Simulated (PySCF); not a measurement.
Ca: electron affinity

Ca⁻ [Ar] 3d1 4s2 (2D) → Ca [Ar] 4s2 (1S), as a difference of total energies. All numbers are calculated (PySCF 2.14, the spin-free X2C one-electron Hamiltonian (Gaussian nucleus), in x2c-QZVPPall with one added diffuse shell each of s, p, d, f type (12s8p5d4f, 89 functions)). Correlated levels: valence and next inner shell: [Ne] frozen. The calculations carry no spin-orbit coupling.

| method | electron affinity (eV) |
| --- | --- |
| UHF | -1.057 |
| MP2 (valence and next inner shell) | -0.989 |
| SCS-MP2 (valence and next inner shell) | -0.999 |
| CCSD (valence and next inner shell) | -0.946 |
| CCSD(T) (valence and next inner shell) | -0.915 |

The configuration of this anion was assumed by filling the next shell in order. It is not the known or likely ground configuration (Ca⁻, Sr⁻ and Ba⁻, for instance, bind a p electron), so these values are not the electron affinity of the element.

A negative affinity means that the anion lies above the atom at that level of theory.

The coupled-cluster amplitudes are large for Ca⁻ (T1 above 0.03 or a double amplitude above 0.15), so a single reference is strained.
